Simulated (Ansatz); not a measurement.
`FB[SiH]1C[SiH2]1` + dimethylamine → `CN(C)BF` + `C1[SiH2][SiH2]1` at 500 K and 1 bar (cleavage of the B–Si bond).

Isolated molecules relaxed with PBE0-D4/def2-TZVP in Ansatz; ΔE leaves out vibrations. CCSD(T)/CBS adds triple-zeta CCSD(T) − MP2 to the extrapolated MP2 energy (def2 sets, frozen cores). Each species was taken in one conformer, which may not be the lowest.

```json
{"species": "`FB[SiH]1C[SiH2]1`", "CCSD(T)/CBS energy (Eh)": "-744.40562", "H − E (kJ/mol)": "227.0", "S (J/(mol·K))": "432.3"}
{"species": "`CNC`", "CCSD(T)/CBS energy (Eh)": "-135.00321", "H − E (kJ/mol)": "273.8", "S (J/(mol·K))": "313.8"}
{"species": "`CN(C)BF`", "CCSD(T)/CBS energy (Eh)": "-259.69840", "H − E (kJ/mol)": "302.9", "S (J/(mol·K))": "377.4"}
{"species": "`C1[SiH2][SiH2]1`", "CCSD(T)/CBS energy (Eh)": "-619.77066", "H − E (kJ/mol)": "192.4", "S (J/(mol·K))": "344.0"}
```

H − E and S are ideal-gas, rigid-rotor, harmonic terms from PBE0-D4/def2-TZVP, for one conformer and one mirror image of each species. 1 Eh = 2625.50 kJ/mol, R = 8.31446 J/(mol·K).

Q: By hand: ΔE, ΔH, ΔS and ΔG.

A: ΔE = (-259.69840) + (-619.77066) − (-744.40562) − (-135.00321) = -0.06023 Eh = -158.1 kJ/mol. Δ(H − E) = 302.9 + 192.4 − 227.0 − 273.8 = -5.5, so ΔH = -163.6 kJ/mol. ΔS = 377.4 + 344.0 − 432.3 − 313.8 = -24.7 J/(mol·K). ΔG = -163.6 − 500 × (-24.7)/1000 = -151.2 kJ/mol.

Q: By hand: the equilibrium constant, and the temperature at which ΔG would vanish if ΔH and ΔS stayed fixed.

A: log₁₀ K = −ΔG/(RT ln 10) = 15.8. ΔG = 0 at ΔH/ΔS = 6623 K, far beyond where these terms or the molecules hold.

ΔH outweighs TΔS. A doubt of 5 kJ/mol in ΔE shifts log₁₀ K by 0.5 here. Other conformers and mirror images would add mixing entropy, several J/(mol·K) or more a flexible species. These are equilibria of isolated gas molecules and say nothing of rates. Largest T1 diagnostic: 0.015 (customary marks: 0.02 for closed shells, 0.045 for open ones).
